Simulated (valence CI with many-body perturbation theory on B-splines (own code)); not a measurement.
Yb²⁰⁺ in brief

Calculated by relativistic CI+MBPT: four valence electrons over a frozen Dirac-Fock core [Kr] 4d10, a basis of 8 s, 8 p, 9 d, 9 f, 6 g, 3 h, 2 i functions for each j, with the one-electron correlation potential Σ1, the two-electron term Σ2, the three-electron term Σ3, Breit, model QED; selected CI, second order for the rest (own B-spline code, finite nucleus).

No measured spectrum was set against this ion. As an estimate, terms of the open shell hold to a few per cent of their energy, and close levels can change places. Core correlation moves these levels by up to 3300 cm⁻¹, and in measured spectra 5 to 20 % of such shifts remained as error; rates that hang on mixing are uncertain with them. Only levels of the ground parity were solved; by the run's estimate the other parity begins above the list, which can be wrong where configurations are misplaced.

Names give the largest LS component (configuration and term), which can be under half, so a name can repeat, a term be missing and a line seem to break the LS rules; names also repeat where a configuration has a term twice.

Rates and lifetimes use the calculated energies. Strong lines usually hold to 10 to 20 %, long lifetimes can be off by a factor of two.

(1) What is the ground level?

(2) What is the ionisation energy?

(3) How well does LS coupling describe the low levels?

(4) How is the term ⁵I of the ground level split?

(5) Name the longest-lived excited levels whose lifetime is computed, and their main decay.

## Answers

(1) 4f⁴ ⁵I_4, composition 89 % 4f⁴ ⁵I + 10 % 4f⁴ ³H, g = 0.622.

(2) 530.62 eV; NIST lists 540 ± 30 eV (theoretical).

(3) Among the lowest 20 levels the leading LS term, summed over configurations, holds 66 % on average. For single configurations the figures are 66 % in LS and 61 % in jj coupling. Terms mix most in the J = 8 level at 6.207 eV, where the leading one holds 26 %.

(4) J = 4 at 0.000, J = 5 at 1.021, J = 6 at 1.983, J = 7 at 2.853, J = 8 at 3.644 eV.

(5) 4f⁴ ⁵F_2 at 3.812 eV lives 143 s, mostly by E2 to 4f⁴ ⁵I_4.
